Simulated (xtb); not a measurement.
Ge(I)(SiH3) (GeH₃ISi), SMILES [SiH3][Ge][I] (connectivity only; charge and spin as stated), neutral, multiplicity 1. All values are semi-empirical tight-binding results from xtb (GFN2-xTB unless named), good for trends rather than for accurate numbers. Geometry optimised at GFN2-xTB.

The geometry has at least one imaginary mode, so it is a saddle point at that level.

For metal compounds this method's bond lengths and energies can be far off.

Task: Estimate the properties. (Estimate from the structure and the level; the computed values follow.)

Result: 
```json
{
 "orbital_gap": "1.66 eV"
}
```
